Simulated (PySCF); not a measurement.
(2R)-but-3-ene-1,2-diamine (C₄H₁₀N₂), SMILES C=C[C@@H](N)CN.

Geometry: B3LYP-D3(BJ)/def2-SVP. Other conformers were not sampled.

Two levels are set side by side: PBE/def2-TZVP (PySCF) and M06-2X/def2-TZVP (PySCF). Same geometry, gas phase. Differences are taken from unrounded values.

```tsv
quantity	PBE
orbital gap (eV)	4.43
highest occupied level (eV)	-5.36
lowest empty level (eV)	-0.93
dipole moment (D)	1.78
mean polarisability (bohr³)	69.9
```

Question: These are the PBE values. What does M06-2X give? (The exact figures need the calculation; the answer reports its results.)

Answer: 
| quantity | M06-2X | PBE minus M06-2X |
|---|---|---|
| orbital gap (eV) | 9.18 | -4.75 |
| highest occupied level (eV) | -8.24 | 2.88 |
| lowest empty level (eV) | 0.94 | -1.87 |
| dipole moment (D) | 1.97 | -0.19 |
| mean polarisability (bohr³) | 66.0 | 3.8 |

Without exact exchange PBE keeps part of each electron's self-repulsion, which lifts occupied levels and narrows the gap. PBE's more diffuse valence density responds more strongly to a field. Differences between two approximate levels are no errors against the true value.

Rough cost on one machine, each run with all the roots and properties that it gave: M06-2X against PBE about 3 times.
